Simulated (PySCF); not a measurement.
C₃H₁₁NO₂Si (charge +1 and doublet state).
Cartesian coordinates in Å at the GFN2-xTB level; atoms count from 1:
```
atom  x, y, z in Å
C1     1.9288   -1.1259    0.1879
C2     1.0634   -0.1672   -0.6340
C3     1.3350    1.2960   -0.3667
O4    -0.2727   -0.5126   -0.5520
Si5   -1.5150   -0.2394    0.4400
N6    -2.9138   -0.1735   -0.5634
O7    -1.2882    1.0457    1.3674
H8     2.9817   -0.9399    0.0025
H9     1.7021   -2.1607   -0.0547
H10    1.7103   -0.9619    1.2427
H11    1.3265   -0.3741   -1.6941
H12    2.3942    1.5126   -0.4664
H13    0.7730    1.9284   -1.0512
H14    1.0108    1.5473    0.6442
H15   -1.5454   -1.4635    1.2613
H16   -3.8399   -0.1203   -0.1694
H17   -2.9293   -0.6499   -1.4527
H18   -1.9301    1.5651    1.8472
```

The hyperfine couplings belong to this conformer and change with its torsions.

Identity: `CC(C)O[Si@H]([NH2+])O` [radical] (charge +1).

Theory: UKS B3LYP, pcH-1 on C H N O Si, non-relativistic, mean-field spin-orbit, GIAO (PySCF 2.14.0). One conformer (not necessarily the lowest) at the GFN2-xTB geometry, without solvent, vibrations or thermal averaging. The geometry wasn't refined by DFT: couplings that depend on bond lengths, twists or pyramidal angles can differ widely from those at the functional's own minimum, by a factor of two or more for some ions and for spin on atoms past the first row. The SCF solution wasn't tested for stability.

(1) What is the g tensor, term by term?

(2) At 9.474 GHz, how far is the centre of the isotropic spectrum from where a free electron (g = 2.002319) resonates?

(3) What are the electron Larmor frequencies g μB B/h along the three axes at 330 mT?

(4) Average each term over the three axes. Which is largest in size?

(5) In a frozen sample, at which fields do the three g values resonate at 9.5, 34, 94 and 263 GHz (hyperfine left aside), and which band first spreads them over more than twice a line width of 0.5 mT?

Answers

(1) 
```csv
Δg (ppt),1,2,3
relativistic mass correction,-0.21,-0.21,-0.21
gauge correction,0.01,0.04,0.05
orbital Zeeman/spin–orbit,0.74,3.14,10.22
total,0.54,2.97,10.07
```

So g = 2.00286, 2.00529, 2.01239 and g_iso = 2.00685; the tensor is rhombic: the two nearest values differ by 26 % of g3 − g1. Axes: g3 points within 15° of the C2–O4 bond.

(2) B = hν/(g μB) with μB/h = 13.99624 MHz/mT gives 338.06 mT for the free electron and 337.29 mT at g_iso, 0.76 mT lower.

(3) 9.2507, 9.2620, 9.2947 GHz for g1, g2 and g3, a range of 44.0 MHz.

(4) The orbital-Zeeman/spin–orbit term 4.70, the mass correction -0.21 and the gauge correction 0.03 ppt, for a total of 4.53 ppt. The orbital-Zeeman/spin–orbit term is the largest in size. The mass correction is the same along every axis, so the anisotropy comes from the other two: their spans along these axes are 0.04 (gauge) and 9.48 ppt (orbital Zeeman/spin–orbit).

(5) 
```tsv
band	GHz	B(g3) mT	B(g2) mT	B(g1) mT	spread mT
X	9.5	337.29	338.48	338.89	1.60
Q	34.0	1207.14	1211.41	1212.88	5.74
W	94.0	3337.38	3349.18	3353.25	15.87
J	263.0	9337.55	9370.58	9381.97	44.42
```

The spread grows in proportion to the frequency. X band is the first where it exceeds 1.0 mT.

The Mulliken spin populations are largest on N6 (+0.45), O4 (+0.21), H15 (+0.19) and H11 (+0.08). Three atoms exceed +0.15.

The HOMO–LUMO gaps are 9.07 eV among the α and 1.30 eV among the β orbitals.
